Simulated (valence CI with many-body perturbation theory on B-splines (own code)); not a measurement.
# E1 line list for Pd⁴⁰⁺

Calculated by configuration interaction combined with many-body perturbation theory (CI+MBPT): four valence electrons over a frozen Dirac-Fock core [He], radial functions for each j: 11 s, 11 p, 10 d, 8 f, 5 g, 2 h, with the one-electron correlation potential Σ1 (screened to all orders), the two-electron term Σ2, the three-electron term Σ3, Breit, model QED; selected single and double excitations, second order for the rest, scaled by the run's own slope (own B-spline code, finite nucleus).

No measured spectrum was set against this ion. As an estimate, large intervals hold to a few tenths of a per cent, small ones and those within an open d or f shell to about a per cent. Among the levels kept, up to 940 cm⁻¹ of a level comes from second order outside the variational space, and about a tenth of that is noise between levels of different J, which matters for small intervals.

Lines 151 to 200 of 554 in falling wavelength, among levels below 316.26 Ry, chosen from the strongest by gf and those to the six lowest levels. Wavelengths and rates use the calculated energies. Electric multipoles are in the length gauge, E1 and E2 with the static RPA response of the core. Weak lines are less certain than strong ones. Lines between different terms over intervals too small for the method are left out, as are lines whose strength nearly cancels. The highest levels of a list are the least certain.

Levels are named by their leading jj configuration (3d3/2^4 stands for four electrons in 3d with j = 3/2), which in mixed levels can hold well under half, so a name can repeat and another be missing. Letters in brackets count levels of one name in rising energy.

| λ vac (Å) | Upper | Lower | A (s⁻¹) | S (a.u.) |
| --- | --- | --- | --- | --- |
| 58.36 | (2p1/2^2 2p3/2^2) J=2 | (2s 2p1/2 2p3/2^2) J=3 | 5.29e+10 | 2.59e-02 |
| 45.17 | (2s 2p3/2^2 3p3/2) J=3 [a] | (2s^2 2p3/2 3p3/2) J=2 | 3.99e+10 | 1.27e-02 |
| 43.17 | (2p1/2 2p3/2^2 3p3/2) J=2 [a] | (2s 2p1/2 2p3/2 3p3/2) J=1 [c] | 6.82e+10 | 1.35e-02 |
| 43.15 | (2s 2p3/2^2 3d5/2) J=5 | (2s^2 2p3/2 3d5/2) J=4 | 3.78e+10 | 1.65e-02 |
| 42.54 | (2p1/2 2p3/2^2 3d5/2) J=4 | (2s 2p1/2 2p3/2 3d5/2) J=3 [c] | 6.38e+10 | 2.18e-02 |
| 42.38 | (2s 2p3/2^2 3p3/2) J=4 | (2s^2 2p3/2 3p3/2) J=3 | 3.75e+10 | 1.27e-02 |
| 42.31 | (2p1/2 2p3/2^2 3d3/2) J=2 | (2s 2p1/2 2p3/2 3d3/2) J=2 [c] | 6.28e+10 | 1.17e-02 |
| 42.23 | (2s 2p3/2^2 3p1/2) J=3 | (2s^2 2p3/2 3p1/2) J=2 | 4.69e+10 | 1.22e-02 |
| 42.10 | (2p1/2 2p3/2^2 3s) J=2 [a] | (2s 2p1/2 2p3/2 3s) J=1 [c] | 9.52e+10 | 1.75e-02 |
| 41.92 | (2p1/2 2p3/2^2 3p3/2) J=3 [a] | (2s 2p1/2 2p3/2 3p3/2) J=2 [c] | 8.10e+10 | 2.06e-02 |
| 41.74 | (2s 2p1/2 2p3/2^2) J=2 [a] | (2s^2 2p1/2 2p3/2) J=1 | 6.12e+10 | 1.10e-02 |
| 40.71 | (2p1/2 2p3/2^2 3p1/2) J=2 [a] | (2s 2p1/2 2p3/2 3p1/2) J=1 [b] | 7.44e+10 | 1.24e-02 |
| 39.75 | (2s 2p1/2 2p3/2^2) J=3 | (2s^2 2p1/2 2p3/2) J=2 | 5.12e+10 | 1.11e-02 |
| 39.71 | (2p1/2 2p3/2^2 3p1/2) J=2 [b] | (2s 2p1/2 2p3/2 3p1/2) J=1 [c] | 1.15e+11 | 1.78e-02 |
| 39.70 | (2p1/2 2p3/2^2 3p3/2) J=4 | (2s 2p1/2 2p3/2 3p3/2) J=3 [c] | 1.19e+11 | 3.32e-02 |
| 39.67 | (2s 2p3/2^2 3p3/2) J=2 [a] | (2s^2 2p3/2 3p3/2) J=1 | 7.13e+10 | 1.10e-02 |
| 38.89 | (2p1/2 2p3/2^2 3p1/2) J=3 | (2s 2p1/2 2p3/2 3p1/2) J=2 [c] | 1.09e+11 | 2.21e-02 |
| 38.75 | (2p1/2 2p3/2^2 3s) J=3 | (2s 2p1/2 2p3/2 3s) J=2 [c] | 8.06e+10 | 1.62e-02 |
| 38.36 | (2p1/2 2p3/2^3) J=1 | (2s 2p1/2 2p3/2^2) J=1 [b] | 1.70e+11 | 1.42e-02 |
| 38.32 | (2p1/2 2p3/2^2 3p3/2) J=2 [b] | (2s 2p1/2 2p3/2 3p3/2) J=1 [d] | 1.05e+11 | 1.46e-02 |
| 38.15 | (2p1/2 2p3/2^2 3s) J=2 [b] | (2s 2p1/2 2p3/2 3s) J=1 [b] | 1.00e+11 | 1.37e-02 |
| 37.31 | (2s 2p3/2^2 3d5/2) J=4 [b] | (2s^2 2p3/2 3d5/2) J=3 | 6.11e+10 | 1.41e-02 |
| 37.11 | (2s 2p1/2 2p3/2 3d5/2) J=4 [c] | (2s^2 2p1/2 3d5/2) J=3 | 1.66e+11 | 3.77e-02 |
| 37.05 | (2s 2p3/2^2 3p3/2) J=3 [b] | (2s^2 2p3/2 3p3/2) J=2 | 6.83e+10 | 1.20e-02 |
| 36.99 | (2s 2p3/2^3) J=2 | (2s^2 2p3/2^2) J=2 | 2.35e+11 | 2.93e-02 |
| 36.90 | (2s 2p1/2 2p3/2 3p3/2) J=3 [c] | (2s^2 2p1/2 3p3/2) J=2 | 1.97e+11 | 3.42e-02 |
| 36.79 | (2s 2p1/2 2p3/2 3d5/2) J=3 [c] | (2s^2 2p1/2 3d5/2) J=2 | 1.73e+11 | 2.98e-02 |
| 36.67 | (2p1/2 2p3/2^3) J=1 | (2s 2p1/2 2p3/2^2) J=1 [a] | 1.45e+11 | 1.06e-02 |
| 36.58 | (2s 2p3/2^2 3d5/2) J=2 [b] | (2s^2 2p3/2 3d5/2) J=1 | 1.28e+11 | 1.54e-02 |
| 36.55 | (2s 2p1/2 2p3/2 3p3/2) J=2 [c] | (2s^2 2p1/2 3p3/2) J=1 | 2.29e+11 | 2.75e-02 |
| 36.48 | (2s 2p3/2^2 3d5/2) J=3 [c] | (2s^2 2p3/2 3d5/2) J=3 | 1.83e+11 | 3.07e-02 |
| 36.48 | (2p1/2^2 2p3/2^2) J=2 | (2s 2p1/2^2 2p3/2) J=1 | 1.45e+11 | 1.73e-02 |
| 36.44 | (2s 2p1/2 2p3/2 3d3/2) J=3 [c] | (2s^2 2p1/2 3d3/2) J=2 | 1.65e+11 | 2.77e-02 |
| 36.44 | (2p3/2^4) J=0 | (2s 2p3/2^3) J=1 | 8.24e+11 | 1.97e-02 |
| 36.32 | (2s 2p1/2 2p3/2 3d3/2) J=2 [d] | (2s^2 2p1/2 3d3/2) J=1 | 2.03e+11 | 2.40e-02 |
| 36.27 | (2s 2p1/2 2p3/2 3p1/2) J=2 [c] | (2s^2 2p1/2 3p1/2) J=1 | 2.07e+11 | 2.44e-02 |
| 36.20 | (2p1/2 2p3/2^2 3p3/2) J=2 [c] | (2s 2p1/2 2p3/2 3p3/2) J=2 [d] | 1.69e+11 | 1.98e-02 |
| 36.18 | (2s 2p1/2 2p3/2 3s) J=1 [b] | (2s^2 2p1/2 3s) J=0 | 1.50e+11 | 1.05e-02 |
| 36.17 | (2s 2p1/2 2p3/2 3d3/2) J=1 [d] | (2s^2 2p1/2 3d3/2) J=1 | 1.88e+11 | 1.32e-02 |
| 36.17 | (2s 2p1/2 2p3/2 3p1/2) J=1 [b] | (2s^2 2p1/2 3p1/2) J=1 | 2.85e+11 | 2.00e-02 |
| 36.16 | (2p1/2 2p3/2^3) J=2 | (2s 2p1/2 2p3/2^2) J=2 [b] | 3.27e+11 | 3.82e-02 |
| 36.13 | (2s 2p1/2 2p3/2 3d5/2) J=3 [d] | (2s^2 2p1/2 3d5/2) J=3 | 2.46e+11 | 4.01e-02 |
| 36.13 | (2p1/2 2p3/2^2 3p3/2) J=3 [b] | (2s 2p1/2 2p3/2 3p3/2) J=3 [b] | 1.15e+11 | 1.88e-02 |
| 36.07 | (2s 2p1/2 2p3/2 3p1/2) J=1 [c] | (2s^2 2p1/2 3p1/2) J=0 | 2.41e+11 | 1.67e-02 |
| 36.01 | (2p1/2^2 2p3/2 3p3/2) J=1 | (2s 2p1/2^2 3p3/2) J=1 | 1.45e+11 | 1.00e-02 |
| 35.95 | (2s 2p1/2 2p3/2 3d5/2) J=2 [c] | (2s^2 2p1/2 3d5/2) J=2 | 2.26e+11 | 2.59e-02 |
| 35.95 | (2s 2p1/2 2p3/2 3p3/2) J=2 [d] | (2s^2 2p1/2 3p3/2) J=2 | 2.59e+11 | 2.98e-02 |
| 35.92 | (2s 2p1/2 2p3/2 3s) J=2 [c] | (2s^2 2p1/2 3s) J=1 | 2.09e+11 | 2.40e-02 |
| 35.86 | (2s 2p1/2 2p3/2 3d3/2) J=2 [c] | (2s^2 2p1/2 3d3/2) J=2 | 2.15e+11 | 2.45e-02 |
| 35.83 | (2s 2p1/2 2p3/2 3d5/2) J=1 [c] | (2s^2 2p1/2 3d5/2) J=2 | 2.35e+11 | 1.60e-02 |
